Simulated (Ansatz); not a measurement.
Steps of a relaxation of C2H8FNSi, SMILES `FCNC[SiH3]` with RKS PBE0-D4/def2-TZVP.

```sh
$ ansatz run in.yaml --threads 4 --pin off --events-out ev --progress --plain --max-ram 10444MiB
```

```yaml
crystal:
  periodic: [false, false, false]
  atoms:
    - {symbol: F, position_ang: [-1.369559, 1.877476, 1.441020]}
    - {symbol: C, position_ang: [-0.002081, 1.526664, 1.342257]}
    - {symbol: N, position_ang: [0.225532, 0.246729, 0.790720]}
    - {symbol: C, position_ang: [-0.233069, 0.030311, -0.580971]}
    - {symbol: Si, position_ang: [0.323201, -1.662601, -1.252853]}
    - {symbol: H, position_ang: [0.476102, 2.301534, 0.702354]}
    - {symbol: H, position_ang: [0.422010, 1.569885, 2.368873]}
    - {symbol: H, position_ang: [-0.099471, -0.494145, 1.422733]}
    - {symbol: H, position_ang: [0.223265, 0.808386, -1.233893]}
    - {symbol: H, position_ang: [-1.338148, 0.141492, -0.708712]}
    - {symbol: H, position_ang: [-0.267356, -1.890867, -2.618505]}
    - {symbol: H, position_ang: [-0.162563, -2.746744, -0.324968]}
    - {symbol: H, position_ang: [1.822537, -1.742918, -1.333254]}
basis:
  gaussian: {orbitals: def2-TZVP}
hamiltonian: {xc: pbe0, dispersion: d4}
relax: {f_tol: 0.005, max_steps: 150}
```

Positions (Å) and forces (eV/Å) along the path, 8 of 8 steps:

```xyz
13
step=1 energy=-14281.2736 eV
F    -1.370    1.877    1.441    0.435   -0.138   -0.022
C    -0.002    1.527    1.342    0.409    0.156    0.014
N     0.226    0.247    0.791   -0.447   -0.170    0.273
C    -0.233    0.030   -0.581   -0.157    0.231   -0.317
Si    0.323   -1.663   -1.253   -0.005    0.002    0.084
H     0.476    2.302    0.702   -0.358   -0.416    0.333
H     0.422    1.570    2.369   -0.346   -0.016   -0.546
H    -0.099   -0.494    1.423    0.200    0.460   -0.399
H     0.223    0.808   -1.234   -0.185   -0.361    0.349
H    -1.338    0.141   -0.709    0.556   -0.070    0.117
H    -0.267   -1.891   -2.619    0.120    0.072    0.300
H    -0.163   -2.747   -0.325    0.099    0.218   -0.196
H     1.823   -1.743   -1.333   -0.321    0.032    0.010
13
step=2 energy=-14281.3197 eV
F    -1.359    1.855    1.431    0.102   -0.033   -0.007
C     0.004    1.515    1.331    0.128    0.015    0.012
N     0.228    0.240    0.784   -0.160    0.006    0.112
C    -0.230    0.034   -0.583   -0.036    0.013   -0.115
Si    0.320   -1.654   -1.238   -0.022    0.085   -0.003
H     0.463    2.284    0.695   -0.094   -0.135    0.107
H     0.412    1.561    2.349   -0.090    0.005   -0.169
H    -0.097   -0.493    1.407    0.075    0.130   -0.103
H     0.229    0.805   -1.223   -0.055   -0.129    0.100
H    -1.322    0.146   -0.703    0.174   -0.015    0.035
H    -0.270   -1.871   -2.590    0.029   -0.005    0.063
H    -0.162   -2.729   -0.321    0.024    0.063   -0.039
H     1.805   -1.728   -1.324   -0.075    0.000    0.007
13
step=3 energy=-14281.3240 eV
F    -1.357    1.848    1.429   -0.017    0.006    0.004
C     0.005    1.511    1.330    0.008   -0.037   -0.028
N     0.226    0.239    0.785   -0.026    0.010    0.001
C    -0.227    0.033   -0.582    0.016   -0.009   -0.012
Si    0.317   -1.647   -1.241   -0.007    0.006    0.034
H     0.457    2.276    0.694    0.009    0.017   -0.009
H     0.408    1.562    2.342    0.006    0.001    0.017
H    -0.093   -0.491    1.406    0.013   -0.017    0.003
H     0.234    0.797   -1.218    0.010    0.024   -0.006
H    -1.313    0.149   -0.701   -0.014    0.004   -0.001
H    -0.271   -1.874   -2.587   -0.003    0.007    0.000
H    -0.163   -2.713   -0.319   -0.003   -0.014    0.004
H     1.798   -1.724   -1.324    0.008    0.002   -0.007
13
step=4 energy=-14281.3242 eV
F    -1.358    1.846    1.431   -0.013    0.004    0.001
C     0.004    1.510    1.329    0.013   -0.020   -0.006
N     0.226    0.239    0.783   -0.018    0.017    0.008
C    -0.227    0.035   -0.585    0.008   -0.009    0.002
Si    0.316   -1.647   -1.237   -0.001    0.005   -0.007
H     0.455    2.276    0.694    0.002    0.006   -0.003
H     0.408    1.560    2.342    0.002    0.002    0.007
H    -0.090   -0.494    1.403    0.009   -0.007    0.000
H     0.237    0.800   -1.219    0.005    0.001   -0.003
H    -1.313    0.152   -0.704   -0.007    0.003   -0.002
H    -0.273   -1.873   -2.583   -0.002   -0.004   -0.003
H    -0.163   -2.715   -0.316    0.000    0.002    0.004
H     1.797   -1.724   -1.323    0.003   -0.002    0.000
13
step=5 energy=-14281.3243 eV
F    -1.360    1.845    1.432   -0.008    0.003    0.001
C     0.003    1.509    1.330    0.012   -0.008   -0.001
N     0.225    0.240    0.782   -0.011    0.008    0.004
C    -0.226    0.036   -0.586    0.003    0.001    0.005
Si    0.316   -1.647   -1.237    0.001   -0.001   -0.008
H     0.453    2.277    0.695   -0.002    0.000    0.001
H     0.408    1.559    2.342   -0.001    0.001    0.000
H    -0.087   -0.495    1.402    0.006   -0.002   -0.002
H     0.240    0.800   -1.219    0.001   -0.003   -0.001
H    -1.312    0.155   -0.706    0.000    0.001   -0.001
H    -0.274   -1.875   -2.582   -0.001   -0.003    0.000
H    -0.163   -2.713   -0.313    0.000    0.004    0.002
H     1.797   -1.725   -1.324    0.000   -0.001    0.000
13
step=6 energy=-14281.3244 eV
F    -1.363    1.842    1.435    0.001   -0.001    0.000
C     0.001    1.509    1.331    0.001    0.005    0.004
N     0.225    0.241    0.780    0.004   -0.003   -0.002
C    -0.223    0.038   -0.588    0.000    0.007    0.003
Si    0.315   -1.647   -1.236    0.000   -0.004   -0.004
H     0.449    2.279    0.697   -0.003   -0.002    0.002
H     0.406    1.557    2.344   -0.002   -0.001   -0.002
H    -0.080   -0.497    1.400   -0.001    0.003   -0.002
H     0.246    0.800   -1.221   -0.001   -0.003    0.001
H    -1.308    0.160   -0.711    0.003   -0.001   -0.001
H    -0.279   -1.879   -2.580    0.000    0.000    0.002
H    -0.163   -2.709   -0.308    0.001    0.002    0.000
H     1.795   -1.728   -1.328   -0.001    0.000    0.000
13
step=7 energy=-14281.3244 eV
F    -1.364    1.839    1.435    0.002   -0.002   -0.001
C     0.000    1.508    1.331   -0.003    0.005    0.003
N     0.226    0.241    0.780    0.005   -0.002   -0.002
C    -0.221    0.039   -0.589    0.000    0.003    0.000
Si    0.315   -1.647   -1.237   -0.001   -0.001    0.001
H     0.447    2.279    0.699   -0.001   -0.001    0.001
H     0.404    1.556    2.345   -0.001   -0.001   -0.001
H    -0.079   -0.498    1.398   -0.002    0.002    0.000
H     0.250    0.801   -1.222   -0.001   -0.001    0.001
H    -1.306    0.162   -0.713    0.001   -0.001    0.000
H    -0.283   -1.881   -2.578    0.001    0.000    0.001
H    -0.162   -2.706   -0.304    0.000    0.000    0.000
H     1.795   -1.729   -1.331   -0.001    0.000   -0.001
13
step=8 energy=-14281.3244 eV
F    -1.367    1.836    1.435    0.002   -0.001    0.000
C    -0.002    1.508    1.332   -0.005    0.001    0.000
N     0.228    0.242    0.779    0.003   -0.002   -0.001
C    -0.218    0.041   -0.590   -0.001   -0.002   -0.002
Si    0.314   -1.647   -1.236    0.001   -0.001   -0.001
H     0.445    2.281    0.702    0.001    0.001    0.000
H     0.401    1.555    2.346    0.001    0.000    0.000
H    -0.077   -0.498    1.396   -0.001    0.000    0.001
H     0.254    0.801   -1.223    0.001    0.001    0.000
H    -1.303    0.165   -0.715    0.000    0.000    0.001
H    -0.288   -1.884   -2.575   -0.002    0.002    0.000
H    -0.161   -2.704   -0.300    0.000    0.000    0.001
H     1.794   -1.732   -1.336    0.000    0.001    0.002
```

It took 74 s on 4 threads of a server CPU on a shared host, with 0.56 GiB of host memory at the peak.
